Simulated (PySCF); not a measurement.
## Calculated data, BClH3OSi

Computed with PySCF 2.14.0. Calculation on a computer-drawn molecule: the log of a Hartree-Fock and frozen-core CCSD(T) single point meant for a local Hartree-Fock minimum, with one planted fault or none, to be diagnosed. Offsets are logged minus clean, where the clean run is the same molecule without the fault. The reference is restricted for singlets and unrestricted otherwise, and also for a bond in bohr or an excited solution. Adding or removing an electron swaps singlet and doublet. The excited solution moves the top pair (singlet) or top alpha electron (doublet) to the lowest empty orbital. Highest occupied and lowest empty are orbital energies over both spins, largest force is the largest gradient component, triples share is (T) over the correlation energy, the T1 limit is 0.02 restricted and 0.045 unrestricted, electrons count all cores, a negative frequency is imaginary (commonest isotopes), and the dipole is about the centre of nuclear charge.

```xyz
7
formula=BClH3OSi meant_charge=1 meant_multiplicity=1 meant_basis=cc-pV(D+d)Z logged_electrons=46 logged_basis_functions=89 logged_SCF_converged=yes logged_spin_squared=1.0177 logged_highest_occupied=-16.739 logged_lowest_empty=-5.4646 logged_largest_force=0.026404 logged_T1_diagnostic=0.023467 logged_D1_diagnostic=0.079525 logged_triples_share=0.029356 logged_CC_converged=yes logged_dipole_magnitude=2.9522 logged_SCF_stable_within_its_kind=yes logged_energy_HF=-849.35782 logged_energy_CCSD(T)=-849.85456 possible_faults=no_fault,one_electron_removed,one_electron_added,multiplicity_raised_by_two,geometry_at_a_saddle_point,SCF_held_on_an_excited_solution,minimal_basis_STO-3G,one_bond_length_entered_in_bohr,all_coordinates_scaled
Si    -0.2497     0.9823     1.6826
O     -0.4648     0.6843    -0.0857
B     -0.7400     0.3034    -2.3458
Cl    -0.9355     0.0327    -3.9529
H     -1.6203     1.2294     2.1220
H      0.3438    -0.2724     2.1363
H      0.6373     2.1423     1.6936
```

Units: logged_highest_occupied, logged_lowest_empty in eV; logged_largest_force in hartree/bohr; logged_dipole_magnitude in debye; logged_energy_HF, logged_energy_CCSD(T) in hartree.

Drawn bonds:
| atom | other atom | order |
| --- | --- | --- |
| 1 | 2 | 1 |
| 2 | 3 | 1 |
| 3 | 4 | 1 |
| 1 | 5 | 1 |
| 1 | 6 | 1 |
| 1 | 7 | 1 |

To be estimated
1. Which fault was planted in the run of BClH3OSi?

## Answers
1. one bond length entered in bohr, row 2 of the drawn bonds

Further results for BClH3OSi:

```
HF energy offset from clean run      : 147.8 kcal/mol
CCSD(T) energy offset from clean run : 170.2 kcal/mol
```
